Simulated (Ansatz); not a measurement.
Frontier orbitals of CH₇AlClNSi.

```xyz
12

N     1.010    0.172   -2.207
Si    0.197    0.754   -0.817
C     0.287   -0.253    0.753
Al   -1.148   -0.293    2.101
Cl   -0.449   -1.946    0.462
H     0.589   -0.532   -2.790
H     2.015    0.140   -2.257
H     0.792    2.063   -0.432
H    -1.237    0.880   -1.177
H     1.295   -0.448    1.121
H    -2.565    0.278    1.692
H    -0.786   -0.815    3.551
```

The species carries charge 0 and has multiplicity 1. The bonds changed during the relaxation, so this is another structure than the one it started from. The structure was optimised at the PBE0-D4/def2-TZVP level. It is one conformer, not always the lowest. Basis def2-TZVPP, Ansatz 0.2.0.

```
 functional  HOMO (eV)  LUMO (eV)  gap (eV)
LDA (SPW92)      -6.13      -1.93      4.20
        PBE      -5.97      -1.71      4.26
     B97M-V      -6.39      -1.53      4.86
       PBE0      -7.30      -0.79      6.51
      BHLYP      -8.53       0.05      8.58
    ωB97M-V      -9.56       0.87     10.43
```

A quarter of exact exchange (PBE0) shifts PBE's HOMO by −1.32 eV and its LUMO by +0.92 eV; full exchange at long range (ωB97M-V) shifts them by −3.59 and +2.58 eV. The gap opens from 4.27 to 10.43 eV, since occupied levels lose self-interaction and empty ones feel all the electrons. A positive LUMO is unbound and depends on the basis.
